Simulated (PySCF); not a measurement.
C2H9OSi4 (doublet state).
Geometry (GFN2-xTB, Å), atoms numbered from 1 in this order:
```xyz
16
C2H9OSi4 angstrom
C      1.561   -0.762    1.956
C      1.493   -1.168    0.697
Si     0.328   -0.405   -0.569
O      0.699   -0.989   -2.064
Si     0.249    1.928   -0.781
Si    -1.986    1.773   -0.102
Si    -1.962   -0.565   -0.045
H      0.943    0.045    2.317
H      2.228   -1.204    2.681
H      2.141   -1.980    0.385
H      0.775   -1.923   -2.240
H      1.067    2.689    0.183
H      0.645    2.526   -2.067
H     -3.093    2.555   -0.693
H     -2.310   -1.116    1.277
H     -2.786   -1.395   -0.947
```

The hyperfine couplings belong to this conformer and change with its torsions.

As a line formula: `C=C[Si]1(O)[SiH2][SiH][SiH2]1` [radical].

Computed with UKS B3LYP, pcH-1 on C H O Si, non-relativistic, mean-field spin-orbit, GIAO in PySCF 2.14.0. The structure is a single GFN2-xTB conformer in the gas phase; no vibrational or solvent corrections. Couplings are sensitive to structure, and on GFN2-xTB geometries they can be far from those on DFT ones, by a factor of two or more for some ions and for spin on atoms past the first row. No stability test was run, so a lower SCF solution isn't excluded.

The isotropic 13C couplings are +10.9, -0.5 MHz. Assign them to C1; C2.

```csv
site,a_iso (MHz),ρ(0) (bohr⁻³),position,distance from Si6 (Å),spin population,largest |T| (MHz)
C1,-0.5,-0.0005,4 bonds from Si6,4.82,0.00,0.6
C2,+10.9,+0.0097,3 bonds from Si6,4.62,+0.01,2.1
```

Match the computed a_iso(29Si) values -263.7, -18.7, +0.6 MHz (means over equivalent nuclei) with the sites Si3; Si5/Si7; Si6.

```
   site  a_iso (MHz)  ρ(0) (bohr⁻³)                 position  distance from Si6 (Å)  spin population  largest |T| (MHz)
    Si3        -18.7        +0.0210         2 bonds from Si6                   3.21            +0.01                3.1
Si5/Si7         +0.6        -0.0007          1 bond from Si6                   2.34            -0.01                5.0
    Si6       -263.7        +0.2976  largest spin population                   0.00            +0.94              165.1
```

ρ(0) is the spin density at the nucleus and T the dipolar tensor; a_iso includes a spin–orbit part; entries for several nuclei are means. The largest Mulliken spin population is on Si6 (+0.94). The angles at Si6 add up to 341.1°, so it is pyramidal.

Means are taken over nuclei equivalent by connectivity, which assumes that they swap fast.
